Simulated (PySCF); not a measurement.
Ir⁺ (iridium, charge +1) across methods

[Xe] 4f14 5d7 6s1, high-spin 5F determinant. Computed with PySCF 2.14 in x2c-SVPall (7s5p6d2f, 66 functions), with scalar relativity by spin-free X2C-1e. The B2PLYP total includes its PT2 part (frozen core); its orbital energies are those of the SCF part.

```json
{"method": "CAM-B3LYP", "E (hartree)": "-17829.25", "mean ε 5d α (eV)": "-19.390", "mean ε 5d β (eV)": "-17.541", "mean ε 6s α (eV)": "-16.226", "Σ⟨r²⟩ (bohr²)": "52.22", "⟨S²⟩": "6.001"}
{"method": "PBE", "E (hartree)": "-17828.25", "mean ε 5d α (eV)": "-16.464", "mean ε 5d β (eV)": "-14.524", "mean ε 6s α (eV)": "-14.350", "Σ⟨r²⟩ (bohr²)": "52.31", "⟨S²⟩": "6.000"}
{"method": "B2PLYP", "E (hartree)": "-17826.93", "mean ε 5d α (eV)": "-19.555", "mean ε 5d β (eV)": "-17.388", "mean ε 6s α (eV)": "-15.631", "Σ⟨r²⟩ (bohr²)": "52.15", "⟨S²⟩": "6.001"}
{"method": "PBE0", "E (hartree)": "-17828.04", "mean ε 5d α (eV)": "-18.130", "mean ε 5d β (eV)": "-16.031", "mean ε 6s α (eV)": "-15.099", "Σ⟨r²⟩ (bohr²)": "52.06", "⟨S²⟩": "6.001"}
{"method": "MN15", "E (hartree)": "-17840.19", "mean ε 5d α (eV)": "-18.865", "mean ε 5d β (eV)": "-17.075", "mean ε 6s α (eV)": "-15.802", "Σ⟨r²⟩ (bohr²)": "52.05", "⟨S²⟩": "6.001"}
{"method": "r2SCAN", "E (hartree)": "-17828.33", "mean ε 5d α (eV)": "-16.876", "mean ε 5d β (eV)": "-14.777", "mean ε 6s α (eV)": "-14.699", "Σ⟨r²⟩ (bohr²)": "51.91", "⟨S²⟩": "6.001"}
{"method": "wB97X-V", "E (hartree)": "-17828.18", "mean ε 5d α (eV)": "-20.353", "mean ε 5d β (eV)": "-18.599", "mean ε 6s α (eV)": "-16.896", "Σ⟨r²⟩ (bohr²)": "52.08", "⟨S²⟩": "6.001"}
{"method": "LDA", "E (hartree)": "-17817.12", "mean ε 5d α (eV)": "-16.626", "mean ε 5d β (eV)": "-14.713", "mean ε 6s α (eV)": "-14.611", "Σ⟨r²⟩ (bohr²)": "52.26", "⟨S²⟩": "6.000"}
```

Q: Estimate the same row for UHF.

A: E (hartree) = -17822.81191; mean ε 5d α (eV) = -22.281; mean ε 5d β (eV) = -19.508; mean ε 6s α (eV) = -16.700; Σ⟨r²⟩ (bohr²) = 52.09; ⟨S²⟩ = 6.003.

Spin-orbit coupling, absent here, splits the open shell strongly.
